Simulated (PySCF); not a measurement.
# Excitation energy of Co by level of theory

Co [Ar] 3d7 4s2 (4F) → Co [Ar] 3d8 4s1 (4F), as a difference of total energies. All numbers are calculated (PySCF 2.14, the spin-free X2C one-electron Hamiltonian (Gaussian nucleus), in aug-cc-pVDZ-DK (7s6p4d2f, 59 functions)). Correlated levels: valence: [Ar] frozen. The calculations carry no spin-orbit coupling.

```json
{"method": "UHF", "excitation energy (eV)": "1.924", "error (eV)": "+1.507"}
{"method": "MP2 (valence)", "excitation energy (eV)": "0.295", "error (eV)": "-0.122"}
{"method": "SCS-MP2 (valence)", "excitation energy (eV)": "0.554", "error (eV)": "+0.137"}
{"method": "CCSD (valence)", "excitation energy (eV)": "0.955", "error (eV)": "+0.538"}
{"method": "CCSD(T) (valence)", "excitation energy (eV)": "0.856", "error (eV)": "+0.439"}
```

Reference: 0.417 eV (measured; NIST levels, between the centres of gravity of the two terms).

Errors of the correlated levels include the incompleteness of this basis and the frozen core.
